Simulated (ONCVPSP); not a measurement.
**Tc, ONCV: configuration errors across variants**

- Element: technetium
- Generator: ONCVPSP 4.0.1
- Type: optimised norm-conserving Vanderbilt (ONCV)
- Functional: PBE
- Relativity: scalar-relativistic
- Frozen core: [Kr]
- Valence charge: 7
- Reference configuration: 4d5 5s2
- Partial waves: 5s: rc 2.25 bohr, ncon 5, nbas 9, qcut 2.5 1/bohr, 2 projectors, debl 2.4 Ha; p scattering state at 0.27 Ha: rc 2.40 bohr, ncon 3, nbas 8, qcut 3.5 1/bohr, 3 projectors, debl 0.4 Ha; 4d: rc 2.15 bohr, ncon 4, nbas 9, qcut 5.9 1/bohr, 3 projectors, debl 1.3 Ha
- Local potential: polynomial inside 1.50 bohr (lpopt 5, dvloc0 4 Ha)
- Core correction: Teter function fitted to the true core (icmod 2), fcfact 0.75

All-electron excitation energies from the reference (eV): (1) 4d5 5s1 8.154; (2) 4d5 5s0 23.005; (3) 4d4 5s0 51.711; (4) 4d4 5s2 11.642.

A true bound ghost makes a file unfit for plane-wave use even where its test errors are small: the radial tests pick states by their node count and pass the ghost by.

Errors AE − PS in meV (a dash: test not solved or not reliable):

```tsv
change	(1)	(2)	(3)	(4)	bound ghosts	GHOST(+) flags above zero
base	-1.6	-3.8	-72	-60	p	s, p
core correction polynomial model core, fcfact 0.65	-6.4	-36	-124	-62	p	s, p
d: qcut 5.4	-1.1	-1.7	-69	-51	p	s, p
d: debl 0.3	-1.6	-3.9	-72	-60	p	s, p, d
core correction Teter function fitted to the true core (icmod 2), fcfact 0.44	-2.1	-13	-89	-56	p	s, p
local potential polynomial inside 1.50 bohr (lpopt 5, dvloc0 2.5 Ha)	-1.3	-3.8	-72	-57	p	s, p
```

Give the same row for: d: ncon 5, nbas 10.

-1.9, -5.3, -75, -67; bound ghosts: p; GHOST(+) flags above zero: s, p.
